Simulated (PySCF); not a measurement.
# Electric field gradients and quadrupole coupling constants

C6H6N2Si.
Geometry (GFN2-xTB, Å), atoms numbered from 1 in this order:
```xyz
15
C6H6N2Si angstrom
C      3.0534    0.2943   -0.2116
C      1.9588    0.0406    0.4981
C      0.6084    0.0780   -0.0442
C      0.4626    0.4037   -1.4165
N      0.3218    0.6654   -2.5238
C     -0.4984   -0.1775    0.6815
Si    -2.2455   -0.1259   -0.0216
C     -3.3174   -0.5671    1.4449
N     -3.9708   -0.8383    2.3455
H      4.0331    0.2547    0.2322
H      3.0055    0.5501   -1.2578
H      2.0240   -0.2133    1.5483
H     -0.3578   -0.4228    1.7280
H     -2.6245    1.2209   -0.4492
H     -2.4577   -1.1547   -1.0398
```

Field gradients from the PBE0/pcSseg-1 density (PySCF, non-relativistic), principal values in atomic units, ordered |Vxx| ≤ |Vyy| ≤ |Vzz|:

```tsv
atom	Vxx	Vyy	Vzz
N5	0.4756	0.5263	-1.0019
N9	0.5738	0.5890	-1.1628
```

Problem. Find the asymmetry η = (Vxx − Vyy)/Vzz and the couplings χ = eQV/h (234.96 MHz × Q in barn × V in au), with Q(14N) = 0.02044 b.

Solution. 
```tsv
atom	environment	nucleus	η	χzz (MHz)	χxx (MHz)	χyy (MHz)
N5	nitrile nitrogen	14N	0.05	-4.812	2.284	2.528
N9	cyano nitrogen	14N	0.01	-5.58	2.76	2.83
```

The gradient is axial or nearly so (η below 0.05) at N9. The tensor is traceless: Vxx + Vyy + Vzz = 0.

Problem. What is Vzz at N9 in SI units (1 au = 9.71736 × 10²¹ V/m²)?

Solution. -1.1628 au = -11.300 × 10²¹ V/m².

Were the hydrogens deuterons (Q(2H) = 0.00286 b), χzz would run from 107 kHz (H15 and H14) to 225 kHz (H10).

One conformer (not necessarily the lowest) at the GFN2-xTB geometry, without solvent, vibrations or thermal averaging. GFN2-xTB bond lengths can be off by several hundredths of an ångström, more for odd bonds, and the gradients follow them. These gradients aren't converged with respect to the basis.
